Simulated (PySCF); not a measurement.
# UHF on Zn²⁺ (zinc, charge +2)

Configuration: [Ar] 3d10, closed-shell 1S. Computed with PySCF 2.14 in x2c-SVPall (5s3p3d1f, 36 functions), with scalar relativity by spin-free X2C-1e.

- Total energy: -1793.035973 hartree
- One-electron energy: -2481.8689 hartree
- Hartree (Coulomb) energy: 759.0237 hartree
- Exchange energy: -70.1908 hartree
- ⟨S²⟩: 0.0000
- ⟨L²⟩: 0.000
- Sum of ⟨r⟩: 16.05 bohr
- Sum of ⟨r²⟩: 14.84 bohr²
- Langevin diamagnetic susceptibility: -11.8 ×10⁻⁶ cm³/mol
- Time after the integrals: 0.39 s of wall time on 1 thread of Neoverse-V1 (shared host)

```
shell  electrons  mean orbital energy (eV)  rms radius, mean of both spins (bohr)
   1s          2                   -9749.0                                 0.0581
   2s          2                   -1253.5                                  0.245
   2p          6                   -1085.4                                  0.219
   3s          2                   -178.34                                  0.733
   3p          6                   -126.33                                  0.777
   3d         10                   -41.501                                  0.986
```

Densities and radii are taken from the X2C orbitals without a picture-change correction, which distorts them close to the nucleus.
